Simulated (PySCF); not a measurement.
## Ionisation energy of Xe³⁴⁺ by level of theory

Xe³⁴⁺ [Ar] 3d2 [3d3/2^2, M_J = 2] → Xe³⁵⁺ [Ar] 3d1 [3d3/2^1, M_J = 3/2], as a difference of total energies. All numbers are calculated (PySCF 2.14, the two-component X2C-1e Hamiltonian, in an even-tempered Gaussian basis (16 s from 6.2 bohr⁻², ratio 2.8; 12 p from 8.1 bohr⁻², ratio 2.8; 8 d from 8.1 bohr⁻², ratio 2.8; 3 f from 25 bohr⁻², ratio 3)). Correlated levels: [Ne] frozen; the 74 highest virtual spinors dropped. "Screened" scales the spin-orbit matrix elements by Boettger's factors to mimic the two-electron term; Breit and QED terms are absent.

```
                    method  ionisation energy (eV)
           GHF (spin-free)                  2202.5
          GMP2 (spin-free)                  2202.1
 GHF (screened spin-orbit)                  2209.6
GMP2 (screened spin-orbit)                  2209.4
```

Breit and QED terms and the two-electron picture change are absent.

The spin-free rows relax to the high-spin LS determinant and lack the spin-orbit shift.

The labels give the starting determinants; with spin-orbit coupling the two ends relaxed to ⟨J²⟩ = 6.08, ⟨L²⟩ = 10.53, ⟨S²⟩ = 1.59 and ⟨J²⟩ = 3.75, ⟨L²⟩ = 6.02, ⟨S²⟩ = 0.76.

For comparison: 2209 ± 5 eV (theoretical estimate listed by NIST; NIST Atomic Spectra Database, ionization energies).
